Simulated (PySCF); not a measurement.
C₇H₇N.
SMILES: `N#C[C@@]12[C@H]3C[C@@H]1[C@@H]2C3`

The closed-shell SCF was solved with PySCF and density fitting under several settings on one GFN2-xTB geometry (grid level 2 and gas phase unless stated).

| settings | basis functions | SCF cycles | E (Eh) | HOMO (eV) | LUMO (eV) | dipole (D) |
| --- | --- | --- | --- | --- | --- | --- |
| PBE0/pcSseg-1 | 171 | 14 | -325.1774 | -7.60 | 0.37 | 4.55 |
| PBE0/def2-SVPD | 216 | 14 | -324.9989 | -7.62 | 0.24 | 4.63 |

Estimate the rows for these settings: (1) HSE06/Sadlej pVTZ; (2) HCTH407/pcSseg-1, start guess sap.

```csv
settings,basis functions,SCF cycles,E (Eh),HOMO (eV),LUMO (eV),dipole (D)
HSE06/Sadlej pVTZ,255,15,-325.3057,-7.17,-0.44,4.68
"HCTH407/pcSseg-1, start guess sap",171,27,-325.5254,-6.55,-0.77,4.39
```

Over all rows, what range does the HOMO–LUMO gap span?

From 5.78 eV (HCTH407/pcSseg-1, start guess sap) to 7.97 eV (PBE0/pcSseg-1). The functional of the narrowest has no exact exchange, that of the widest 25 % exact exchange.

Compare two rows with the functional PBE0: PBE0/pcSseg-1 and PBE0/def2-SVPD. Which energy is lower, and by how much?

PBE0/pcSseg-1 (171 functions) lies 0.1785 Eh or 112 kcal/mol below PBE0/def2-SVPD (216 functions). The smaller set gives the lower energy; the two sets aren't nested, so the variational bound doesn't order them by size.

Whole jobs, the steps after the SCF included, on one thread, Intel Xeon Platinum 8375C at 2.90 GHz (x86_64), no GPU (shared host):

```tsv
settings	work after the SCF	wall time	peak memory
PBE0/pcSseg-1	shieldings, ring-centre shieldings, charges and field gradients	26 s	0.77 GiB
PBE0/def2-SVPD	6 singlets by full TDDFT, 2 Tamm–Dancoff triplets, polarisability	38 s	0.85 GiB
HSE06/Sadlej pVTZ	spin–spin couplings from 15 perturbed nuclei, spin–dipole term for 1 of them	2.1 min	1.2 GiB
HCTH407/pcSseg-1, start guess sap	shieldings, ring-centre shieldings	68 s	0.70 GiB
```

Cycle counts include a coarse-grid stage where the run had one.
